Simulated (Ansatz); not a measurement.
CH4Be (SMILES [BeH][CH3]) moved off its minimum; all values from Ansatz (a first-principles code), cores frozen in correlated methods.
(charge 0, multiplicity 1)
```xyz
6

Be    -1.0537    -0.4742    -0.0428
H     -2.0989    -0.9469    -0.3155
C      0.6921     0.2395     0.1424
H      1.0267    -0.0263     1.0877
H      0.4343     1.3321     0.1656
H      1.2928     0.0052    -0.8493
```

Task: Give the forces (eV/Å), the total energy and the dipole at CCSD(T)/aug-cc-pVTZ.

Result: 
```
atom      Fx      Fy      Fz
----  ------  ------  ------
Be1    4.979   1.857   0.582
H2    -3.031  -1.270  -0.607
C3    -3.148   0.391  -3.742
H4     1.471  -0.722   1.466
H5     0.535  -0.603  -0.135
H6    -0.805   0.347   2.436
```
Energy -55.0808 hartree, dipole 0.50 D.
